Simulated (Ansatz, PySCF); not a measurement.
Gas-phase reaction (SMILES): N[Si](N)(O)O -> N[Si](N)O + [OH] (HO); the O-Si bond at the site shown breaks (other sites are not compared here).

Each molecule is optimised on its own at B3LYP-D3(BJ)/def2-TZVP (Ansatz, a quantum-chemistry and plane-wave program), one conformer each, not searched for the lowest. Valence correlation only, unless marked. UHF or UKS for open shells. No spin-orbit coupling. No relativistic terms. CBS marks a two-point X^-3 extrapolation of the correlation energy; Hartree-Fock from the larger set. [CCSD(T)-MP2]/basis is that difference in the basis named. Thermal terms are rigid-rotor harmonic-oscillator values from B3LYP-D3(BJ) frequencies (Ansatz or PySCF) at 298.15 K and 1 atm. 1 Eh = 627.5095 kcal/mol.

```csv
species,"E, RI-MP2/CBS(cc-pV(T+d)Z,cc-pV(Q+d)Z)+[CCSD(T)-MP2]/cc-pV(T+d)Z (Ansatz) (Eh)","E, wB97X-V/def2-TZVPD (Ansatz) (Eh)",H - E (Eh)
N[Si](N)(O)O,-552.62807,-553.23945,0.09046
N[Si](N)O,-476.72650,-477.28021,0.07343
[OH] (HO),-75.67540,-75.73938,0.01169
```

Q: Work out ΔE and ΔH at 298.15 K at the first level, then ΔH at the second.

A: 
1. ΔE = [(-476.72650) + (-75.67540)] - [(-552.62807)] = 0.22617 Eh = 141.9 kcal/mol at RI-MP2/CBS(cc-pV(T+d)Z,cc-pV(Q+d)Z)+[CCSD(T)-MP2]/cc-pV(T+d)Z.
2. The terms H - E add up to -0.00534 Eh, so ΔH = (0.22617 + (-0.00534))×627.5095 = 138.6 kcal/mol.
3. At wB97X-V/def2-TZVPD the same steps give ΔE = 138.0 and ΔH = 134.6 kcal/mol, a shift of -4.0 from the first level.
4. These values are not checked against measurement here, since the tables used lack a sound gas-phase enthalpy of formation for at least one species.
